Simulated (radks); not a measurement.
The vanadium ion V+, 22 electrons, occupied as [Ar] 3d3.5 4s0.5 (fractional occupations, a model configuration). Calculated with a radial shooting solver on a logarithmic mesh with Libxc functionals: scalar-relativistic Kohn-Sham, PBE, spin-unpolarised, spherical densities, point nucleus.

Local quantities along the radius. ELF = 1/(1 + alpha^2) is the electron localisation function; alpha = (tau - tau_W)/tau_unif compares the Pauli kinetic energy density with that of the uniform gas; 4 pi r^2 rho is in e/bohr; s = |grad rho|/(2 (3 pi^2)^(1/3) rho^(4/3)) is the reduced gradient; r v_xc is r times the local exchange-correlation potential (hartree bohr). tau is taken from the large components.

r (bohr)    ELF    alpha  4 pi r^2 rho       s   r v_xc
0.003302  1.000  0.01515         1.044  0.4491  -0.1004
0.003783  1.000  0.01547         1.335  0.4439  -0.1089
0.004334  1.000  0.01588         1.701  0.4402  -0.1185
0.005006  1.000  0.01645         2.191  0.4378  -0.1301
0.005735  1.000  0.01712         2.770  0.4370  -0.1424
0.00657   1.000  0.01796         3.486  0.4376  -0.1563
0.007527  1.000  0.01901         4.361  0.4396  -0.1717
0.008693  1.000  0.02039         5.491  0.4433  -0.1899
0.00996   1.000  0.02204         6.774  0.4485  -0.2088
0.01141   0.999  0.02412         8.286  0.4554  -0.2295
0.01318   0.999  0.02695         10.15  0.4648  -0.2534
0.0151    0.999  0.03041         12.15  0.4759  -0.2778
0.0173    0.999  0.03496         14.37  0.4894  -0.3036
0.01982   0.998  0.04103         16.75  0.5058  -0.3308
0.02289   0.998  0.04987         19.34  0.5266  -0.3605
0.02622   0.996  0.06164         21.75  0.5503  -0.3888
0.03004   0.994  0.07851         23.93  0.5782  -0.4168
0.03442   0.989   0.1034         25.73  0.6109  -0.4435
0.03975   0.980   0.1439         27.00  0.6509  -0.4691
0.04554   0.960   0.2043         27.44  0.6930  -0.4898
0.05217   0.917   0.3005         27.09  0.7369  -0.5062
0.05977   0.829   0.4545         26.01  0.7764  -0.5178
0.06903   0.665   0.7104         24.31  0.7997  -0.5254
0.07909   0.475    1.050         22.58  0.7835  -0.5290
0.09061   0.331    1.421         21.22  0.7093  -0.5301
0.1046    0.269    1.647         20.72  0.5696  -0.5351
0.1199    0.295    1.547         21.43  0.4245  -0.5634
0.1374    0.400    1.226         23.28  0.3248  -0.6258
0.1574    0.557   0.8911         25.82  0.2937  -0.7030
0.1817    0.709   0.6399         28.38  0.3221  -0.7784
0.2082    0.798   0.5035         29.67  0.3865  -0.8336
0.2385    0.837   0.4419         29.10  0.4763  -0.8666
0.2733    0.833   0.4473         26.39  0.5884  -0.8725
0.3156    0.762   0.5587         21.70  0.7286  -0.8464
0.3616    0.566   0.8751         16.67  0.8581  -0.7967
0.4143    0.285    1.585         12.35  0.9010  -0.7382
0.4784    0.141    2.466         9.647  0.7045  -0.6659
0.5481    0.169    2.218         9.132  0.3789  -0.6873
0.628     0.368    1.312         10.02  0.2199  -0.8282
0.7195    0.635   0.7583         11.26  0.2471  -0.9308
0.8309    0.775   0.5385         11.83  0.3567   -1.009
0.952     0.805   0.4920         11.16  0.4838   -1.037
1.091     0.779   0.5329         9.442  0.6252   -1.021
1.25      0.697   0.6595         7.204  0.7843  -0.9694
1.443     0.536   0.9304         4.904  0.9728  -0.8867
1.653     0.341    1.389         3.182   1.156  -0.7997
1.894     0.187    2.083         1.999   1.310  -0.7212
2.17      0.109    2.855         1.267   1.405  -0.6593
2.506     0.081    3.361        0.8117   1.470  -0.6114
2.871     0.079    3.409        0.5466   1.589  -0.5752
3.29      0.084    3.301        0.3616   1.852  -0.5321
3.799     0.083    3.323        0.2176   2.354  -0.4770
4.353     0.070    3.646        0.1213   3.135  -0.4330
4.987     0.048    4.450       0.05928   4.416  -0.3970
5.713     0.026    6.149       0.02459   6.614  -0.3471
6.598     0.010    10.12      0.007818   10.91  -0.2692
7.559     0.003    19.15      0.002094   18.85  -0.1882
8.661     0.001    43.34     0.0004333   35.32  -0.1181

On this mesh the ELF has minima near r = 0.10, 0.48 bohr, which separate the shells, and maxima near 0.24 (0.84), 0.95 (0.81).

Self-consistent cycle (total energy in hartree, residual of the potential): 1: -948.149897, 2e+00; 2: -948.590517, 1e+00; 3: -948.732688, 3e-01; 4: -948.731125, 2e-01; 5: -948.739846, 7e-02; 6: -948.741148, 2e-03; 7: -948.741147, 3e-03; 8: -948.741149, 5e-04; 9: -948.741149, 2e-05; 10: -948.741149, 1e-05; 11: -948.741149, 4e-07; 12: -948.741149, 5e-07; 13: -948.741149, 3e-09.
